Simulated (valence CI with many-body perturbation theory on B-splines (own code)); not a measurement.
## Ladder of approximations for Re⁴³⁺

Computed by configuration interaction combined with many-body perturbation theory (CI+MBPT): four valence electrons over a frozen Dirac-Fock core [Ar] 3d10, a basis of 11 s, 11 p, 9 d, 7 f, 5 g, 2 h, 1 i functions for each j, with the one-electron correlation potential Σ1, the two-electron term Σ2, the three-electron term Σ3, Breit, model QED; selected CI, second order for the rest (own B-spline code, finite nucleus).

No measured spectrum was set against this ion. As an estimate, large intervals hold to a few tenths of a per cent, small ones and those within an open d or f shell to about a per cent.

Each rung adds one term. CI alone is the Dirac-Coulomb CI over the frozen core; QED comes last and gives the full result, which names the levels. Energies are above (4s^2 4p1/2^2) J=0 on the same rung, in eV.

Levels are named by their leading jj configuration (3d3/2^4 stands for four electrons in 3d with j = 3/2), which in mixed levels can hold well under half, so a name can repeat and another be missing. Letters in brackets count levels of one name in rising energy.

```
                     Level  CI alone    + Σ1    + Σ2    + Σ3  + Breit    Full
    (4s^2 4p1/2 4p3/2) J=1     99.25   99.52   99.74   99.75    98.56   98.68
    (4s^2 4p1/2 4p3/2) J=2    103.74  104.01  104.16  104.17   102.93  103.05
    (4s 4p1/2^2 4p3/2) J=2    198.26  198.41  198.73  198.76   198.54  197.35
        (4s^2 4p3/2^2) J=2    206.31  206.85  207.19  207.20   204.81  205.04
    (4s 4p1/2^2 4p3/2) J=1    213.79  213.95  213.69  213.70   213.47  212.31
        (4s^2 4p3/2^2) J=0    215.87  216.41  216.61  216.60   214.27  214.50
    (4s^2 4p1/2 4d3/2) J=2    256.93  256.97  257.06  257.10   255.48  255.34
    (4s^2 4p1/2 4d3/2) J=1    276.57  276.62  275.67  275.67   274.15  273.95
    (4s^2 4p1/2 4d5/2) J=2    283.31  283.56  283.81  283.86   282.06  281.61
    (4s^2 4p1/2 4d5/2) J=3    287.07  287.26  287.23  287.27   285.23  285.01
(4s 4p1/2 4p3/2^2) J=2 [a]    300.58  300.88  300.70  300.72   299.13  298.41
    (4s 4p1/2 4p3/2^2) J=3    306.09  306.47  306.57  306.60   305.02  304.11
    (4s 4p1/2 4p3/2^2) J=0    309.68  310.10  310.43  310.46   309.11  308.06
(4s 4p1/2 4p3/2^2) J=1 [a]    317.21  317.63  317.58  317.60   316.18  315.14
(4s 4p1/2 4p3/2^2) J=2 [b]    320.11  320.52  320.18  320.19   318.71  317.71
(4s 4p1/2 4p3/2^2) J=1 [b]    321.88  322.30  321.67  321.68   320.32  319.26
    (4s 4p1/2^2 4d3/2) J=1    357.17  357.09  357.20  357.26   356.72  355.27
    (4s 4p1/2^2 4d3/2) J=2    360.66  360.58  360.66  360.71   360.12  358.67
    (4s^2 4p3/2 4d3/2) J=2    373.43  373.75  373.08  373.10   370.40  370.30
    (4s^2 4p3/2 4d3/2) J=1    374.73  375.05  374.50  374.52   371.80  371.72
    (4s^2 4p3/2 4d3/2) J=0    375.34  375.65  375.10  375.11   372.44  372.38
    (4s^2 4p3/2 4d3/2) J=3    375.74  376.05  375.53  375.54   372.71  372.68
    (4s^2 4p3/2 4d5/2) J=4    384.65  385.06  385.27  385.32   382.02  382.06
    (4s^2 4p3/2 4d5/2) J=2    386.04  386.49  386.76  386.81   383.67  383.54
    (4s 4p1/2^2 4d5/2) J=3    386.17  386.20  385.99  386.04   384.93  383.55
    (4s 4p1/2^2 4d5/2) J=2    392.92  392.98  392.73  392.76   391.78  390.29
    (4s^2 4p3/2 4d5/2) J=3    404.54  404.94  404.05  404.04   400.81  400.83
    (4s^2 4p3/2 4d5/2) J=1    405.89  406.32  405.80  405.78   402.64  402.61
          (4s 4p3/2^3) J=2    419.38  420.02  419.70  419.70   417.07  416.26
     (4p1/2^2 4p3/2^2) J=2    420.76  421.03  420.52  420.55   419.99  417.81
     (4p1/2^2 4p3/2^2) J=0    426.43  426.73  426.33  426.36   425.89  423.62
```

**Question.** How does the ionisation energy move along the ladder, and which term matters most?

**Answer.** CI alone 2242.3, + Σ1 2244.2, + Σ2 2244.4, + Σ3 2244.3, + Breit 2241.5, + QED 2241.4 eV. The largest step is Breit, -2.8 eV. NIST lists 2240 ± 4 eV (theoretical).
